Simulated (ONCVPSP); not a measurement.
## What the settings do to the ONCV potential of As

Base potential:

- Element: arsenic
- Generator: ONCVPSP 4.0.1
- Type: optimised norm-conserving Vanderbilt (ONCV)
- Functional: PBE
- Relativity: scalar-relativistic
- Frozen core: [Ar] 3d10
- Valence charge: 5
- Reference configuration: 4s1.5 4p3.5
- Partial waves: 4s: rc 1.45 bohr, ncon 4, nbas 8, qcut 3.9 1/bohr, 2 projectors, debl 3.8 Ha; 4p: rc 1.55 bohr, ncon 3, nbas 7, qcut 5.2 1/bohr, 3 projectors, debl 2.7 Ha
- Local potential: polynomial inside 1.10 bohr (lpopt 4, dvloc0 0 Ha)
- Core correction: polynomial model core, fcfact 0.55

All-electron outer shells of the reference configuration (PBE, scalar-relativistic, ld1.x):

| shell | level (eV) | outermost node (bohr) | outermost maximum (bohr) |
| --- | --- | --- | --- |
| 3p | -134.54 | 0.22 | 0.52 |
| 3d | -41.48 | – | 0.47 |
| 4s | -14.94 | 0.73 | 1.61 |
| 4p | -5.52 | 0.78 | 1.97 |

Cutoffs, loose and tight: the cutoffs (Ha) at which the residual kinetic energy of the hardest occupied pseudo-wave falls to 1 and 0.1 mHa per electron. They do not see the model core or the augmentation charge, which bear on the density cutoff. Test errors are all-electron minus pseudo excitation energies from the reference, over the configurations 4s2 4p3; 4s2 4p2; 4s2 4p1; 4s2 4p2.5. A dash means not determined; rows that change the core or the reference have their own tests.

A true bound ghost makes a file unfit for plane-wave use even where its test errors are small: the radial tests pick states by their node count and pass the ghost by.

```csv
change,outcome,"cutoff, loose","cutoff, tight",bound ghosts,GHOST(+) flags above zero,largest test error (meV)
base,generated,17 Ha,59 Ha,p,"s, p",-18
"local potential polynomial inside 1.40 bohr (lpopt 4, dvloc0 0 Ha)",generated,17 Ha,59 Ha,p,"s, p",-18
"p: ncon 4, nbas 8",generated,17 Ha,59 Ha,p,"s, p",-18
s: qcut 4.4,generated,9.8 Ha,28 Ha,p,"s, p",-18
reference 4s2 4p3,generated,16 Ha,58 Ha,p,"s, p",-335
s: debl 0.75,generated,17 Ha,59 Ha,p,"s, p",-19
```
